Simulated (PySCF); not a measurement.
## Computed properties of CH7ClO2Si2, SMILES [SiH2](O[SiH2]Cl)CO

CH7ClO2Si2, SMILES OC[SiH2]O[SiH2]Cl. The structure is a stationary point at B3LYP-D3(BJ)/def2-SVP. The structure was generated by enumeration, and PubChem lists no compound with its InChIKey, so it may never have been made. The values are those of a single conformer. All values are computed for the isolated molecule unless a solvent is named; none is compared with measurement here.

**Structure.** All 33 harmonic modes at B3LYP-D3(BJ)/def2-SVP (PySCF) are real, so it is a minimum. With heavy atoms numbered as in [OH:1][CH2:2][SiH2:3][O:4][SiH2:5][Cl:6], the shortest bond between them is O1–C2 at 1.430 Å and the longest Si5–Cl6 at 2.103 Å.

**Vibrations.** The strongest infrared lines (harmonic, unscaled, degenerate partners summed) lie at 1093 cm⁻¹ (414 km/mol, O 74 %, Si 17 %), 942 cm⁻¹ (381 km/mol, H 82 %, Si 14 %), 888 cm⁻¹ (320 km/mol, H 81 %, Si 14 %). The softest mode is at 46 cm⁻¹ and the zero-point energy is 52.7 kcal/mol.

**Electronic structure.** B3LYP/def2-TZVP (PySCF) places the frontier levels at -7.28 and -0.24 eV, a gap of 7.04 eV, and gives a dipole moment of 0.84 D and a mean polarisability of 79.8 bohr³. PBE/def2-TZVP (PySCF) at the same geometry gives -6.00 and -0.93 eV, so its gap is 1.97 eV narrower. An orbital gap is neither the optical nor the fundamental gap.

**Excitations.** TDA-M06-2X/def2-SVPD (PySCF) has S1 at 6.74 eV (184 nm, f = 0.011, weak); the most intense of the 10 singlets computed lies at 8.26 eV (f = 0.08). T1 (TDA) is at 6.37 eV, 0.37 eV under S1. TDA-PBE/def2-SVPD (PySCF) puts S1 at 5.22 eV. No vertical singlet excitation falls in the visible range (under 3.1 eV).

**NMR.** GIAO shifts at PBE0/pcSseg-1 (PySCF) (non-relativistic, atoms alike by connectivity averaged): ¹³C at 55.8 ppm against TMS; ¹H from 1.4 to 5.7 ppm against TMS; ²⁹Si from -15.6 to -13.7 ppm against TMS. Without spin–orbit terms, shifts of atoms bonded to Cl or Br come out too high.
